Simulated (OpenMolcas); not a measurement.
Kr V: Slater's ratio, worked from levels

| Quantity | Value |
| --- | --- |
| Program | OpenMolcas 26.06 |
| Basis | ANO-RCC-VQZP [7s6p4d2f1g] |
| Scalar Hamiltonian | DKH2, point nucleus |
| Active space | 4 electrons in 9 orbitals (RAS2 4s 4p; RAS3 4d, at most 2 electrons) |
| State averaging | 2S+1 = 3 even, 6 roots; 2S+1 = 1 even, 12 roots; 2S+1 = 5 odd, 1 root; 2S+1 = 3 odd, 9 roots; 2S+1 = 1 odd, 8 roots |
| Spin-orbit coupling | state interaction with AMFI integrals over the reference wave functions, term energies averaged over their components |

Methods: RASSCF; MS-RASPT2, IPEA 0.25 Eh, imaginary shift 0.1 Eh (closed shells correlated: 3d). Measured levels: Saloman, J. Phys. Chem. Ref. Data 36, 215 (2007).

**Slater's ratio.** With one set of orbitals, p2 has ¹D - ³P = 6 F2 and ¹S - ¹D = 9 F2 (F2 = F²/25), a ratio of 3/2. Term energies are centres of gravity, weighted by 2J + 1.

| Source | ¹D - ³P | ¹S - ³P | F2 from the first | Ratio |
| --- | --- | --- | --- | --- |
| RASSCF | 16209 | 36545 | 2702 | 1.255 |
| MS-RASPT2 | 14272 | 34056 | 2379 | 1.386 |
| measured | 14256 | 33737 | 2376 | 1.367 |

Energies in cm-1. A ratio away from 3/2 shows effects beyond one configuration with one set of orbitals, and in heavier atoms second-order spin-orbit shifts.

Active for correlation alone: 4d; no level in the range computed is led by a configuration that fills it, so any true level of that kind is missing. Computed and measured levels are paired by configuration, term and J; levels that our copy of the source lacks, or whose pairing is in doubt (as where it misses far off the trend of its configuration), stay unpaired and out of the deviations. Levels of configurations outside the active space are missing.
